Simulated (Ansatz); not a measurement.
One change: `[NH2][Sc]([NH2])[OH]` becomes `[CH3][Sc]([NH2])[NH2]`.

Ansatz, PBE0-D4/def2-TZVP geometries, multiplicity 1. Each molecule was computed in one conformer, which needn't be the lowest.

Scalar relativity is left out up to krypton.

| property | `[NH2][Sc]([NH2])[OH]` |
| --- | --- |
| HOMO energy (B3LYP/def2-TZVPP) / eV | -6.52 |
| size of the dipole moment (B3LYP/def2-TZVPP) / D | 0.07 |
| LUMO energy (PBE/def2-TZVPP) / eV | -2.00 |
| HOMO–LUMO gap (B3LYP/def2-TZVPP) / eV | 5.03 |
| HOMO energy (PBE/def2-TZVPP) / eV | -5.41 |
| size of the dipole moment (PBE/def2-TZVPP) / D | 0.05 |

Question: What does the change do to each property? (Estimate.)

Answer: Ansatz gave: 
| property | `[CH3][Sc]([NH2])[NH2]` | shift |
| --- | --- | --- |
| HOMO energy (B3LYP/def2-TZVPP) / eV | -6.41 | 0.11 |
| size of the dipole moment (B3LYP/def2-TZVPP) / D | 1.40 | 1.33 |
| LUMO energy (PBE/def2-TZVPP) / eV | -2.14 | -0.14 |
| HOMO–LUMO gap (B3LYP/def2-TZVPP) / eV | 4.79 | -0.24 |
| HOMO energy (PBE/def2-TZVPP) / eV | -5.32 | 0.09 |
| size of the dipole moment (PBE/def2-TZVPP) / D | 1.41 | 1.36 |

With PBE0 the HOMO rises by 0.09 eV and the LUMO falls by 0.12 eV, so the gap narrows by about 0.21 eV. PBE moves the HOMO by 0.09 eV and ωB97M-V by 0.15 eV. Dipoles are sizes alone; their direction can turn.

B3LYP here is the variant with VWN-RPA as its local correlation; programs differ in this.
